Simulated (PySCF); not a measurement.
**Telling isomers of C$_{7}$H$_{9}$PS apart by NMR**

- PBE0/pcSseg-1 with gauge-including orbitals
- structure optimised with PBE0-D3(BJ)/def2-SVP
- code: PySCF 2.14
- no relativistic terms, no solvent, one averaged value for each set of equivalent atoms, one computed conformer

Shifts are taken against calculated references (same method and geometry level): ¹H, ¹³C against TMS. Splittings of carbon signals by F and P are missing where no couplings were computed. Where no couplings were computed, multiplicities follow the n + 1 count of equivalent neighbours, and m marks all less simple cases (inequivalent or close neighbours, rings, F or P nearby). Shifts are as computed. Against solution values, carbons near 30 ppm lie about +2 ppm off and those near 130 ppm about +5 ppm; carbons on S a further +3 ppm (rms about the fit 1.9 ppm; single classes can miss by 10 ppm). Of 1328 compounds with measured shifts, 309 miss one by over three times the rms of a fit or turn the order of signals round; such compounds aren't used in these exercises. Signals without a measured value on file couldn't be tested in this way; 1H shifts scatter by 0.2 ppm about their fit, and single ones miss by 0.5 ppm.

(1) Tabulate the signals of `CSc1ccc(C)pc1`, `CSc1ccc(C)cp1` and their relative energies.

(2) What is the quickest way to tell CSc1ccc(C)pc1 from CSc1ccc(C)cp1?

Results:

(1) 
```tsv
SMILES	carbon types	δC	δH	E rel. (kcal/mol)
CSc1ccc(C)pc1	2×C 3×CH 2×CH3	172.8, 150.5, 149.7, 139.6, 132.7, 25.7, 17.1	7.89 (m, 1H), 7.72 (m, 1H), 7.38 (m, 1H), 2.69 (m, 3H), 2.30 (s, 3H)	1.3
CSc1ccc(C)cp1	2×C 3×CH 2×CH3	184.2, 161.7, 142.6, 135.8, 135.5, 26.4, 20.3	8.48 (m, 1H), 7.72 (m, 1H), 7.27 (m, 1H), 2.46 (s, 3H), 2.45 (s, 3H)	0.0
```

Energies are electronic energies at PBE0/pcSseg-1 on these geometries, without zero-point or thermal terms, each for the one conformer computed, which needn't be the lowest.

(2) Both give the same number of carbon signals, with the same numbers of each carbon type, so the positions decide. The first has a ring CH next to a ring phosphorus at 149.7 ppm, the second a ring CH next to a ring phosphorus at 161.7 ppm. Their most deshielded carbons lie at 172.8 and 184.2 ppm. In the proton spectra the most deshielded non-exchanging signals are 7.89 (m, 1H) and 8.48 (m, 1H).
